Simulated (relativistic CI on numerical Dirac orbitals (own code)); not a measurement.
**Ru⁷⁺ (4d) in a crystal field**

Calculated by Dirac-Coulomb-Breit CI, orbitals from a KLI potential per configuration, model QED (radiative potential, 1s self-energy scaled to tabulated hydrogen-like ionisation energies), valence Slater integrals scaled by 0.9, one configuration in a parametric crystal field (own radial code).

Field parameters in Wybourne normalisation: Oh B⁴₀ = 21Dq, B⁴₄ = √(5/14) B⁴₀. The field is a parameter set, without covalency.

S is read from ⟨S²⟩ = S(S + 1).

Levels (cm⁻¹, degeneracy): 0 (4), 2974 (2), 10222 (4).

(1) Which field gives this pattern?
A. Oh, 10Dq = 8500 cm⁻¹
B. Oh, 10Dq = 42600 cm⁻¹
C. Oh, 10Dq = 15350 cm⁻¹
D. Oh, 10Dq = 35800 cm⁻¹

Results:

(1) A. Oh, 10Dq = 8500 cm⁻¹, ground level with S = 0.50.
